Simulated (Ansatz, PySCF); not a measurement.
Molecule: AsH₄, net charge 1, singlet state. 
Geometry from a B3LYP-D3(BJ)/def2-TZVP (Ansatz, an electronic-structure program) optimisation:
```xyz
5

As     0.0000     0.0000     0.0000
H     -0.8609    -1.1181    -0.4823
H     -0.5411     1.2960    -0.5016
H      1.3897    -0.1882    -0.5073
H      0.0123     0.0103     1.4912
```
Charge +1, spin multiplicity 1.

Total electronic energies in hartree. Valence correlation only, unless marked. Spin-orbit coupling is left out. The frozen core is the preceding noble-gas configuration, with the filled d and f shells of earlier blocks. No relativistic terms. CBS(X,Y): correlation extrapolated as X^-3; Hartree-Fock from the larger set.

```tsv
level	program	energy (Eh)
revPBE/def2-TZVPD	Ansatz	-2237.78184
r2SCAN-D4/def2-TZVPD	Ansatz + dftd4	-2237.94498
PBE0/def2-SVP	Ansatz	-2237.40392
TPSSh-D4/def2-TZVPD	PySCF + dftd4	-2237.91860
TPSSh/def2-TZVPD	PySCF	-2237.91725
PW6B95-D4/def2-TZVPD	PySCF + dftd4	-2239.00292
MP2/6-31G*	Ansatz	-2236.02661
MP2/CBS(cc-pVTZ,cc-pVQZ)	Ansatz	-2236.4515
RI-MP2/cc-pVQZ	Ansatz	-2236.44376
SCS-MP2/STO-3G	Ansatz	-2211.44693
SCS-MP2/def2-TZVPP	Ansatz	-2236.40162
CCSD/6-31G	Ansatz	-2235.94356
CCSD/6-31G*	Ansatz	-2236.05246
CCSD(T)/def2-TZVPP	Ansatz	-2236.42048
CCSD(T)/CBS(cc-pVTZ,cc-pVQZ)	Ansatz	-2236.4818
```

Totals of different functionals don't rank their quality; only differences between species are comparable.
